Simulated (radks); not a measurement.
Fractional charge and spin in the 5s shell of tin: the spin-up occupation runs from 0 to 1 and the spin-down occupation from 0 to 1; the fullest corner is Sn2+, [Kr] 4d10 5s(up 1, down 1). All-electron calculation, scalar-relativistic Kohn-Sham, PBE, spin-polarised, spherical densities, finite nucleus; Fermi nuclear charge, rms radius of each element as measured or else 0.836 A^(1/3) + 0.57 fm. Program: a radial shooting solver on a logarithmic mesh with Libxc functionals. Energy (eV) minus the two flat planes that join the four corners (they meet along the diagonal where the two added fractions sum to one electron); zero is where a piecewise linear energy would lie.

down \ up       0    0.25     0.5    0.75       1
0           0.000  -0.931  -1.238  -0.925   0.000
0.25       -0.931  -1.164  -0.782   0.210  -0.873
0.5        -1.238  -0.782   0.279  -0.737  -1.161
0.75       -0.925   0.210  -0.737  -1.094  -0.867
1           0.000  -0.873  -1.161  -0.867   0.000

Corners above the fullest one (they belong to Sn3+ and the next ion): (up 1, down 0) 30.692 eV, (up 0, down 1) 30.692 eV, (up 0, down 0) 72.095 eV. With half an added electron in each spin the energy lies 0.279 eV from the planes (fractional-spin error, the static-correlation error of a stretched bond), and with half an added electron in spin up alone -1.238 eV (fractional-charge error). For a frontier s shell over closed shells the exact functional lies on the planes.
